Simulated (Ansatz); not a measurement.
Consider the redistribution: `[BH2][AlH2]` + `C[SiH2][SiH](C)Cl` → `C[SiH]([AlH2])Cl` + `B[SiH2]C`.

Isolated molecules relaxed with PBE0-D4/def2-TZVP in Ansatz; ΔE leaves out vibrations. CCSD(T)/CBS adds triple-zeta CCSD(T) − MP2 to the extrapolated MP2 energy (def2 sets, frozen cores). This one scheme is used for every species. DFT in def2-TZVPP. B3LYP here is the variant with VWN-RPA as its local correlation; programs differ in this. One conformer a species, not always the lowest.

Task: Is it downhill or uphill in electronic energy at CCSD(T)/CBS, and by how much? (Best estimate.)

Result: Computed: Nearly level: ΔE = -1.0 kJ/mol.

Task: What do these levels give: PBE-D4, B2PLYP, B3LYP, SCS-MP2/def2-TZVPP, CCSD(T)/def2-TZVPP, CCSD/CBS(def2)? (An estimate is asked.)

Result: The calculation gave: PBE-D4 -0.7, B2PLYP -2.8, B3LYP -4.2, SCS-MP2/def2-TZVPP -1.9, CCSD(T)/def2-TZVPP -1.6, CCSD/CBS(def2) -1.5 kJ/mol.

Largest T1 diagnostic among the species: 0.011.

In def2-TZVPP, CCSD(T) changes the Hartree–Fock value by +3.1 kJ/mol (the triples alone add +0.5 kJ/mol) and MP2 by +4.0 kJ/mol. The D4 term adds +4.6 kJ/mol with B3LYP and +2.8 kJ/mol with PBE0; it sums over pairs of atoms, weighted by their polarisabilities, and B3LYP, whose exchange is more repulsive, gets the larger term.
